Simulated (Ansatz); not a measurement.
Diatomic AgCl, closed-shell singlet (the spin of the measured ground state). No spin–orbit coupling.

D_e counts from the fitted minimum to each atom's lowest state at the same level, without counterpoise. The singlet is restricted.

Correlated levels freeze the inner cores; with def2 sets outer-core shells near the valence are correlated too. CBS: X⁻³ extrapolation of the correlation energy, Hartree–Fock from the larger set.

Run with Ansatz (a program for electronic structure) with Gaussian orbitals. Values without a source in brackets are computed. In def2 rows elements past Kr take small-core potentials, without spin–orbit coupling.

Task: Estimate the bond energy D_e that CCSD(T)/CBS(def2-TZVPP, def2-QZVPP) returns for this input.

Result: 74.1 kcal/mol

Task: Give the bond energy D_e at the level SVWN5/def2-TZVPP.

Result: 86.9 kcal/mol

Task: Give the bond energy D_e at the level wB97M-V/def2-TZVPP.

Result: 77.4 kcal/mol
